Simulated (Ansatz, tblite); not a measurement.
Cost and result up the ladder for the cluster Cd₂Te⁺ (the lowest doublet isomer of a short search) (3 atoms). The state is a doublet with charge 1. Geometry: PBE-D4/def2-TZVP.

```xyz
3

Cd   -2.318    0.239   -0.705
Cd    2.135   -1.090    0.424
Te    0.183    0.850    0.280
```

Ansatz on 4 threads of Arm Neoverse V2 on a shared host; xTB runs through tblite on one thread. Times are rough, summed over both states, and most runs start from the orbitals of an earlier one. PBE-QIDH/def2-TZVP serves as the yardstick here, not as an exact answer. Differences are given only for rows in sets of like size (and for xTB, whose basis is part of the method), since another set adds its own error. The other state is a quartet at its own geometry.

In the def2 sets Cd, Te take a core potential, while STO-3G treats all electrons; there is no spin–orbit coupling. The xTB rows come from tblite. LC-ωPBE has ω = 0.4 bohr⁻¹. Correlated methods freeze 4 core orbitals; core or outer-core shells of Cd, Te are correlated, in sets that lack core-valence functions. The rows differ in basis, and correlated rows in double-zeta sets carry the largest basis error. In CCSD on the charge 1 doublet the largest single amplitude is 0.18, so its Hartree–Fock determinant may place the open shell otherwise than the density functionals do. Another isomer (doublet) lies 0.09 eV lower at PBE0-D4/def2-TZVP.

Run but left out: MP2/def2-SVP, MP2/def2-TZVP (doublet: ⟨S²⟩ 0.91 to 0.94, where a pure state has 0.75).

Correlated methods converge slowly with the basis, most of all in double-zeta sets.

xTB has no spin-polarisation term.

| level | functions | wall time | quartet − doublet (eV) | difference from PBE-QIDH/def2-TZVP (eV) | remarks |
| --- | --- | --- | --- | --- | --- |
| GFN1-xTB | 17 | 0.002 s | 1.91 | 1.51 | – |
| GFN2-xTB | 17 | 0.003 s | 1.63 | 1.24 | – |
| PBE-D4/def2-TZVP | 130 | 3.7 s | 0.56 | 0.17 | – |
| revPBE-D4/def2-TZVP (with forces) | 130 | 4.2 s | 0.46 | 0.06 | – |
| BLYP-D4/def2-TZVP | 130 | 4.2 s | 0.50 | 0.10 | – |
| HF/STO-3G | 81 | 5.2 s | 0.17 | – | spin-contaminated (⟨S²⟩ 0.91) (doublet) |
| PBE0-D4/def2-TZVP | 130 | 6.6 s | 0.42 | 0.02 | – |
| RPA@PBE/def2-TZVP | 130 | 9.1 s | 0.53 | 0.13 | – |
| r2SCAN-D4/def2-TZVP | 130 | 9.4 s | 0.40 | 0.00 | – |
| PBE-QIDH/def2-TZVP | 130 | 12 s | 0.40 | 0.00 | – |
| LC-ωPBE/def2-TZVP | 130 | 15 s | 0.12 | -0.27 | – |
| ωB97X-V/def2-TZVP | 130 | 23 s | 0.35 | -0.05 | – |
| CCSD(T)/def2-SVP | 88 | 31 s | 0.29 | – | spin-contaminated (⟨S²⟩ 0.91) (doublet) |
